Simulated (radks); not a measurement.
Question: Species: the antimony ion Sb2+. Configuration: [Kr] 4d10 5s2 5p1 (the NIST ground configuration). Calculated with a radial shooting solver on a logarithmic mesh with Libxc functionals: scalar-relativistic Kohn-Sham, r2SCAN, spin-polarised, spherical densities, finite nucleus; open shells are filled with parallel spins first (spin-orbit coupling, left out, can overturn this in heavy ions); meta-GGA in the generalised Kohn-Sham scheme; Fermi nuclear charge, rms radius 4.6802 fm; hard spherical wall at 6 bohr. Some entries of the table are withheld. Estimate them.

orbital,occ.,eigenvalue (eV),r(max) (bohr),<r> (bohr)
1s up,1,-30378.51,0.01835,0.02843
1s down,1,-30378.46,0.01835,0.02843
2s up,1,-4654.435,0.1036,0.1226
2s down,1,-4654.434,0.1036,0.1226
2p up,3,-4177.384,0.08307,0.1071
2p down,3,-4177.357,0.08307,0.1071
3s up,1,-933.8028,0.2995,0.3298
3s down,1,-933.7797,0.2995,0.3298
3p up,3,-777.1979,0.2931,0.3283
3p down,3,-777.1662,0.2931,0.3283
3d up,5,-538.6687,0.2447,0.3054
3d down,5,-538.6368,0.2447,0.3054
4s up,1,-171.1161,0.7235,0.7923
4s down,1,-171.0392,0.7237,0.7925
4p up,3,-122.9660,0.7628,0.8531
4p down,3,-122.9002,0.7630,0.8531
4d up,5,-52.7314,0.8459,1.026
4d down,5,-52.5993,0.8459,1.022
5s up,1,-30.2466,1.862,2.105
5s down,1,-28.9460,1.845,2.081
5p up,1,-20.5276,(1),2.443
5p down,0,-18.9482,(2),2.397
5d up,0,-7.7619,2.942,(3)
5d down,0,-5.2307,2.784,(4)
6s up,0,-5.0698,3.900,3.550
6s down,0,-1.7891,3.657,3.325
4f up,0,-0.5552,3.076,3.083
4f down,0,2.3119,2.613,2.689

Answer: 
(1) 5p up r(max) (bohr): 2.167
(2) 5p down r(max) (bohr): 2.148
(3) 5d up <r> (bohr): 3.105
(4) 5d down <r> (bohr): 2.936
